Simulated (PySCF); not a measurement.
Species: C2H8BN.
SMILES with atom numbers: `[CH3:1][CH2:2][BH:3][NH2:4]` (hydrogens: H5, H6, H7 on C1; H8, H9 on C2; H10 on B3; H11, H12 on N4)

Level: wB97X-D/def2-SVPD in PySCF, non-relativistic, on one gas-phase PBE0-D3(BJ)/def2-SVP geometry that isn't relaxed in the solvent. The solvent is an IEF-PCM continuum (van der Waals radii × 1.2), and excitations are vertical TDDFT with non-equilibrium linear response and a frozen core. Only the electrostatic response of the medium enters.

Gas-phase singlets (H = HOMO, L = LUMO):

| state | E (eV) | λ (nm) | f | leading configurations |
| --- | --- | --- | --- | --- |
| S1 | 7.260 | 171 | 0.002 | H→L+1 83% |
| S2 | 7.747 | 160 | 0.050 | H-1→L 82% |
| S3 | 8.198 | 151 | 0.064 | H→L 67%, H-1→L+1 21% |
| S4 | 8.365 | 148 | 0.174 | H-1→L+1 60%, H→L 23% |
| S5 | 8.674 | 143 | 0.043 | H-2→L+1 70%, H-2→L 9% |

**Question.** How does the list change in acetonitrile (ε = 35.69)?

**Answer.** 
```csv
state,E (eV),λ (nm),f,leading configurations,change by rank (eV)
S1,7.238,171,0.002,H→L+1 78%,-0.022
S2,7.847,158,0.072,H-1→L 74%,+0.100
S3,8.087,153,0.278,"H-1→L+1 72%, H→L 12%",-0.111
S4,8.339,149,0.036,H→L 71%,-0.026
S5,8.619,144,0.046,"H-2→L+1 67%, H-2→L 14%",-0.055
```

**Question.** How do the frontier levels move from gas to acetonitrile?

**Answer.** 
```json
{"orbital": "LUMO+2", "gas (eV)": "3.11", "solvent (eV)": "3.17", "change (eV)": "+0.06"}
{"orbital": "LUMO+1", "gas (eV)": "2.38", "solvent (eV)": "2.37", "change (eV)": "-0.01"}
{"orbital": "LUMO", "gas (eV)": "2.02", "solvent (eV)": "2.12", "change (eV)": "+0.10"}
{"orbital": "HOMO", "gas (eV)": "-10.16", "solvent (eV)": "-10.15", "change (eV)": "+0.01"}
{"orbital": "HOMO-1", "gas (eV)": "-10.31", "solvent (eV)": "-10.19", "change (eV)": "+0.12"}
{"orbital": "HOMO-2", "gas (eV)": "-11.14", "solvent (eV)": "-11.12", "change (eV)": "+0.02"}
{"orbital": "HOMO-3", "gas (eV)": "-11.93", "solvent (eV)": "-11.96", "change (eV)": "-0.03"}
```

The HOMO–LUMO gap goes from 12.19 to 12.28 eV.

The run took 23 s of wall time on an Intel Xeon at 2.50 GHz with one thread, no GPU, on a shared host, and the process peaked at 0.69 GiB of memory. This is the whole response run at wB97X-D/def2-SVPD in acetonitrile, SCF included.

The values belong to the conformer `[CH3:1][CH2:2][BH:3][NH2:4]`: C1–C2–B3–N4 127°, H–N4–B3–C2 179°, H–N4–B3–C2 0°.
